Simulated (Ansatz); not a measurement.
Start from `N[SiH]([AsH2])C=O` and change one atom or group to get `N[SiH](C=O)CCl`.

Ansatz, PBE0-D4/def2-TZVP geometries, multiplicity 1. Each molecule was computed in one conformer, which needn't be the lowest.

Scalar relativity is left out up to krypton.

```
                                      property  `N[SiH]([AsH2])C=O`
         HOMO–LUMO gap (B3LYP/def2-TZVPP) / eV                 4.68
size of the dipole moment (PBE/def2-TZVPP) / D                 1.51
           HOMO–LUMO gap (PBE/def2-TZVPP) / eV                 2.63
             LUMO energy (PBE/def2-TZVPP) / eV                -2.61
       HOMO–LUMO gap (ωB97M-V/def2-TZVPP) / eV                 9.55
          HOMO–LUMO gap (PBE0/def2-TZVPP) / eV                 5.12
```

Q: Give the same properties after the change, and the shifts. (Estimate.)

A: Computed: 
```csv
property,`N[SiH](C=O)CCl`,shift
HOMO–LUMO gap (B3LYP/def2-TZVPP) / eV,4.97,0.29
size of the dipole moment (PBE/def2-TZVPP) / D,2.19,0.68
HOMO–LUMO gap (PBE/def2-TZVPP) / eV,2.81,0.18
LUMO energy (PBE/def2-TZVPP) / eV,-2.77,-0.16
HOMO–LUMO gap (ωB97M-V/def2-TZVPP) / eV,10.00,0.45
HOMO–LUMO gap (PBE0/def2-TZVPP) / eV,5.43,0.31
```

With PBE0 the HOMO falls by 0.41 eV and the LUMO falls by 0.10 eV, so the gap widens by about 0.31 eV. PBE moves the HOMO by -0.34 eV and ωB97M-V by -0.48 eV. Dipoles are sizes alone; their direction can turn.

B3LYP here is the variant with VWN-RPA as its local correlation; programs differ in this.
